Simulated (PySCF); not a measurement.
# Electron correlation in C⁻ (carbon, charge -1)

[He] 2s2 2p3, high-spin 4S determinant. Calculation: PySCF 2.14, in aug-cc-pVDZ-DK (4s3p2d, 23 functions); the spin-free X2C one-electron Hamiltonian (Gaussian nucleus). Frozen: 1s2; 5 electrons correlated.

```
  level  correlation energy (mhartree)
   CCSD                         -98.95
    (T)                          -3.00
CCSD(T)                        -101.95
  CCSDT                        -102.69
```

Diagnostics: T1 = 0.022, D1 = 0.0394, largest double amplitude 0.046.

Cost of the coupled-cluster step: of the order of 0.28 core-seconds, for 5 correlated electrons.
